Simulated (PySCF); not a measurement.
# One molecule, several mistakes: AlB2H5O

Calculated results; nothing here was measured. The program is PySCF 2.14.0, an open-source quantum chemistry code, run on an isolated molecule that a program drew, which may never have been made. The molecule is AlB2H5O (charge 0, singlet), drawn as the SMILES string `B[O][AlH][BH2]`.

Each row is a Hartree-Fock (HF) and frozen-core CCSD(T) single point in the cc-pV(D+d)Z basis, meant for a local HF minimum. Run 1 is clean. Each other run has one planted mistake out of seven kinds, and not every kind appears here: one electron removed, one electron added, multiplicity raised by two, geometry at a saddle point, minimal basis STO-3G, one bond length entered in bohr, all coordinates scaled. The reference is restricted for singlets and unrestricted otherwise, and also for a bond in bohr. Adding or removing an electron swaps singlet and doublet. Electrons count all cores. HOMO and LUMO are orbital energies over both spins, the gradient is its largest component, and the lowest frequency (negative if imaginary) is given only where the gradient is small. Bond lengths are over the 8 bonds as drawn. T1 is the CCSD diagnostic: over 0.02 (restricted) or 0.045 (unrestricted) a single reference is doubtful.

Geometry of the clean run:
```xyz
9
AlB2H5O, angstrom
B    -1.8839   -0.0754   -1.9574
O    -1.4040   -1.2609   -1.5691
Al   -0.8563   -2.7822   -1.0545
B     1.1702   -3.3371   -1.4848
H    -2.4072    0.0388   -3.0396
H    -1.7889    0.8822   -1.2280
H    -1.9075   -3.6765   -0.2861
H     1.4820   -3.9147   -2.4937
H     2.0784   -3.0991   -0.7316
```

```
run  electrons  basis functions  <S^2>  HOMO (eV)  LUMO (eV)  gradient (hartree/bohr)  lowest frequency (cm^-1)  mean bond (Å)  longest bond (Å)      T1  HF (hartree)  CCSD(T) (hartree)                          mistake
  1         36               90  0.000     -10.42       1.16                  3.4e-05                        85         1.4475             2.145  0.0152    -369.11311         -369.58027                         no fault
  2         36               90  2.014      -7.91      -0.96                  4.4e-02                         -         1.4475             2.145  0.0189    -369.02116         -369.47869       multiplicity raised by two
  3         36               90  0.000     -10.44       0.27                  2.7e-05                      -155         1.4530             2.163  0.0133    -369.10824         -369.57518       geometry at a saddle point
  4         36               90  0.608      -8.69       1.01                  2.4e-02                         -         1.5818             2.282  0.0612    -368.99471         -369.46493  one bond length entered in bohr
  5         37               90  0.761      -0.66       6.33                  5.0e-02                         -         1.4475             2.145  0.0175    -369.10083         -369.59193                                ?
```

**Which mistake was planted in run 5, and what did it cost?**

It counts 37 electrons, one more than the clean run, at the same geometry and basis. So the mistake is: one electron added. Subtracting run 1 and multiplying by 627.51 kcal/mol a hartree, the energy moved by 7.7 kcal/mol in HF and -7.3 kcal/mol in CCSD(T).

Cautions from the logs. Run 4: T1 is over the limit, so its CCSD(T) energy is less reliable.
